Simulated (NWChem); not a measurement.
System: InH, singlet; SMILES [InH]

Parts of the log:

```
             Northwest Computational Chemistry Package (NWChem) 7.3.0
             --------------------------------------------------------

 ORDER OF PRIMARY AXIS IS BEING SET TO 4
 C4V symmetry detected

                             Geometry "geometry" -> ""
                             -------------------------

 Output coordinates in angstroms (scale by  1.889725989 to convert to a.u.)

  No.       Tag          Charge          X              Y              Z
 ---- ---------------- ---------- -------------- -------------- --------------
    1 In                  49.0000     0.00000000     0.00000000     0.03699344
    2 H                    1.0000     0.00000000     0.00000000    -1.81267856

 Effective nuclear repulsion energy (a.u.)      14.0185315023

      Symmetry information
      --------------------

 Group name             C4v
 Group number             18
 Group order               8
 No. of unique centers     2

 Summary of "ao basis" -> "ao basis" (spherical)
 ------------------------------------------------------------------------------
       Tag                 Description            Shells   Functions and Types
 ---------------- ------------------------------  ------  ---------------------
 In                         def2-svp                10       26   4s4p2d
 H                          def2-svp                 3        5   2s1p

      Symmetry analysis of basis
      --------------------------

        a1         13
        a2          0
        b1          2
        b2          2
        e          14

            General Information
            -------------------
          SCF calculation type: DFT
          Wavefunction type:  closed shell.
          No. of atoms     :     2
          No. of electrons :    22
           Alpha electrons :    11
            Beta electrons :    11
          Charge           :     0
          Spin multiplicity:     1
          Use of symmetry is: on ; symmetry adaption is: on
          Maximum number of iterations: 150
          AO basis - number of functions:    31
                     number of shells:    13
          Convergence on energy requested:  1.00D-06
          Convergence on density requested:  1.00D-05
          Convergence on gradient requested:  5.00D-04

              XC Information
              --------------
          PerdewBurkeErnzerhof Exchange Functional  1.000
            Perdew 1991 LDA Correlation Functional  1.000 local
           PerdewBurkeErnz. Correlation Functional  1.000 non-local

             Grid Information
             ----------------
          Grid used for XC integration:  coarse
          Radial quadrature: Mura-Knowles
          Angular quadrature: Lebedev.
          Tag              B.-S. Rad. Rad. Pts. Rad. Cut. Ang. Pts.
          ---              ---------- --------- --------- ---------
          In                  1.55      104           7.0       302
          H                   0.35       35           8.0       302
          Grid pruning is: on
          Number of quadrature shells:   139
          Spatial weights used:  Erf1

      Superposition of Atomic Density Guess
      -------------------------------------

 Sum of atomic energies:        -218.54958091

      Non-variational initial energy
      ------------------------------

 Total energy =    -189.601351
 1-e energy   =    -347.257043
 2-e energy   =     151.647750
 HOMO         =      -0.192658
 LUMO         =      -0.009768

      Symmetry analysis of molecular orbitals - initial
      -------------------------------------------------

 !! scf_movecs_sym_adapt:    4 vectors were symmetry contaminated

  Symmetry fudging

 !! scf_movecs_sym_adapt:    2 vectors were symmetry contaminated

  Numbering of irreducible representations:

     1 a1          2 a2          3 b1          4 b2          5 e

  Orbital symmetries:

     1 a1          2 a1          3 e           4 e           5 a1
     6 e           7 e           8 b2          9 b1         10 a1
    11 a1         12 e          13 e          14 a1         15 a1
    16 e          17 e          18 a1         19 e          20 e
    21 b2

   convergence    iter        energy       DeltaE   RMS-Dens  Diis-err
 ---------------- ----- ----------------- --------- --------- ---------
 d= 0,ls=0.0,diis     1   -190.6872013614 -1.97D+02  3.25D-02  6.58D-02
 d= 0,ls=0.0,diis     2   -190.6962732759 -9.07D-03  1.31D-02  3.23D-02
 d= 0,ls=0.0,diis     3   -190.7055035091 -9.23D-03  3.89D-03  4.20D-03
 d= 0,ls=0.0,diis     4   -190.7067428542 -1.24D-03  4.40D-04  8.81D-05
 d= 0,ls=0.0,diis     5   -190.7067562719 -1.34D-05  1.22D-04  4.83D-06
 d= 0,ls=0.0,diis     6   -190.7067569784 -7.06D-07  7.39D-06  3.57D-08

         Total DFT energy =     -190.706756978353
      One electron energy =     -347.399846102391
           Coulomb energy =      167.714261164048
    Exchange-Corr. energy =      -17.029114112439
 Nuclear repulsion energy =        6.007942072429

 Numeric. integr. density =       21.999893012346

                  Occupations of the irreducible representations
                  ----------------------------------------------

                     irrep           alpha         beta
                     --------     --------     --------
                     a1                5.0          5.0
                     a2                0.0          0.0
                     b1                1.0          1.0
                     b2                1.0          1.0
                     e                 4.0          4.0

                       DFT Final Molecular Orbital Analysis
                       ------------------------------------

[...]

                         DFT ENERGY GRADIENTS

    atom               coordinates                        gradient
                 x          y          z           x          y          z
   1 In      0.000000   0.000000   0.069907    0.000000   0.000000  -0.006923
   2 H       0.000000   0.000000  -3.425466    0.000000   0.000000   0.006923
```

Level: PBE/def2-SVP with def2 effective core potentials on In. Low-valent species are run as closed-shell singlets; no triplet was tried in these runs. Structure relaxed at the PBE0-D3(BJ)/def2-TZVP level. def2 effective core potentials on In; no spin-orbit coupling.

Problem. Which NWChem input produces such a log?

Solution. One answer among several that fit: the input that was run:
```
start job
memory heap 200 mb stack 700 mb global 900 mb
geometry units angstroms noautoz
  In     0.000000     0.000000    -0.020885
  H      0.000000     0.000000    -1.870557
end
basis spherical
  In library def2-svp
  H library def2-svp
end
ecp
  In library def2-ecp
end
dft
  xc xpbe96 cpbe96
  iterations 150
  grid coarse
end
task dft gradient
```
